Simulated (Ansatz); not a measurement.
Na5⁻. The state is a singlet with charge -1. Geometry relaxed at PBE0/def2-SVPD.

Cartesian coordinates in Å:
```
Na -0.562 1.742 1.901
Na -3.070 -1.106 1.645
Na 1.995 1.688 -0.268
Na 2.107 -1.204 -2.743
Na -0.470 -1.121 -0.535
```

The structure comes from a short search, and lower isomers may exist.

Task: Estimate the harmonic wavenumbers at RKS PBE0/def2-SVPD (Ansatz, unscaled). Is this a minimum?

Result: 36, 37, 46, 60, 68, 77, 93, 126, 140 cm⁻¹. Yes, no mode is imaginary beyond noise. Zero-point energy 4.1 kJ/mol. It took 31 s on 4 threads of Arm Neoverse V1 on a shared host.
